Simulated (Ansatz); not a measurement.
Ansatz results at the PBE0-D4/def2-TZVP geometry: HOMO energy (PBE/def2-TZVPP) -5.49 eV; size of the dipole moment (PBE/def2-TZVPP) 3.18 D; LUMO energy (B3LYP/def2-TZVPP) -1.55 eV.

Each molecule was computed in one conformer, which needn't be the lowest.

Which molecule gave them?
A. `S=COCS`
B. `CSC(O)=S`
C. `SSC1CO1`
D. `N/C=[CH]/[SnH3]`

B. The others give `SSC1CO1`: -6.07, 1.29, -1.01; `S=COCS`: -5.45, 3.27, -1.92; `N/C=[CH]/[SnH3]`: -5.08, 2.84, 0.22.

B3LYP here is the variant with VWN-RPA as its local correlation; programs differ in this.
